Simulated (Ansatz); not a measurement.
Consider the isomerisation: `FC[SiH2]CS` → `C[Si](C)(F)S`.

Computed with Ansatz on PBE0-D4/def2-TZVP structures; ΔE is electronic, products minus reactants. CCSD(T)/CBS is the MP2 limit (def2-TZVPP, def2-QZVPP) plus CCSD(T) − MP2 in def2-TZVPP, frozen cores. Functionals use def2-TZVPP. B3LYP here is the variant with VWN-RPA as its local correlation; programs differ in this. Each species was taken in one conformer, which may not be the lowest.

```csv
level,ΔE (kJ/mol),difference from CCSD(T)/CBS
PBE-D4,-365.5,20.7
r2SCAN-D4,-387.8,-1.6
PBE0-D4,-375.8,10.4
B3LYP-D4,-374.1,12.1
ωB97X-V,-373.1,13.1
ωB97M-V,-380.8,5.4
B2PLYP,-381.9,4.3
PBE,-364.8,21.4
r2SCAN,-387.7,-1.5
PBE0,-375.2,11.0
B3LYP,-373.0,13.2
HF/def2-TZVPP,-382.5,3.7
MP2/def2-TZVPP,-396.1,-9.9
SCS-MP2/def2-TZVPP,-384.2,2.0
CCSD/def2-TZVPP,-382.3,3.9
CCSD(T)/def2-TZVPP,-380.9,5.3
HF/def2-QZVPP,-384.1,2.1
MP2/def2-QZVPP,-399.7,-13.5
SCS-MP2/def2-QZVPP,-388.2,-2.0
HF/CBS(def2),-384.3,1.9
MP2/CBS(def2),-401.5,-15.3
CCSD/CBS(def2),-387.6,-1.4
CCSD(T)/CBS,-386.2,0
```

Largest T1 diagnostic among the species: 0.011.

From PBE to PBE0 (25 % exact exchange), in def2-TZVPP and without D4, ΔE moves by −10.4 kJ/mol.
